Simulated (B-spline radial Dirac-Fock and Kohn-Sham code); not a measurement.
**Auger decay of the K hole in La⁺**

System: the La⁺ ion, [Xe] 5d1 6p1 (an excited configuration).

The run's input, task.json:

```json
{"items": [{
  "Z": 57,
  "q": 1,
  "cfg": [[1, 0, 2], [2, 0, 2], [2, 1, 6], [3, 0, 2], [3, 1, 6], [3, 2, 10], [4, 0, 2], [4, 1, 6], [4, 2, 10], [5, 0, 2], [5, 1, 6], [5, 2, 1], [6, 1, 1]],
  "A": 139,
  "rrms": 4.855,
  "do": ["binding", "quiet", "decay"],
  "holes": ["K", "L1", "L2", "L3", "M1", "M2", "M3", "M4", "M5", "N1", "N2", "N3", "N4", "N5"]
}]}
```

Command: `python xray_run.py task.json out`

These are calculated numbers from an atomic code on a B-spline grid; the model is one-electron (LDA, Dirac) transition rates at Dirac-Fock energies. Kinetic energies are configuration averages from the vacuum level; the two-hole energies are estimated from single-hole states. The rates lack the Breit term, which in heavy atoms raises K-L1L1 and K-L1L2.

```
transition  kinetic energy (eV)  width (meV)  share (%)
    K-L1L1              26203.1         84.2        6.5
    K-L1L2              26591.6          109        8.5
    K-L2L2              26925.6         15.5        1.2
    K-L1L3              27005.2          139       10.8
    K-L2L3              27353.1          336       26.1
    K-L3L3              27764.4          159       12.4
    K-L1M1              31200.7         30.6        2.4
    K-L1M2              31354.3         21.5        1.7
    K-L1M3              31438.3         27.6        2.1
    K-L2M1              31576.7         16.4        1.3
    K-L2M3              31815.9         56.1        4.4
    K-L3M1              31985.2         20.7        1.6
    K-L3M2              32140.5         53.8        4.2
    K-L3M3              32226.7         54.2        4.2
    K-L2N3              32779.1         11.9        0.9
    K-L3N3              33187.5         11.5        0.9
```

The listed channels hold 89 % of the non-radiative rate. Summed by principal shells, of 1.29 eV in all: KLL 65.5 %, KLM 24.8 %, KLN 5.3 %, KMM 2.2 %, KMN 1.0 %, KLO 0.8 %.
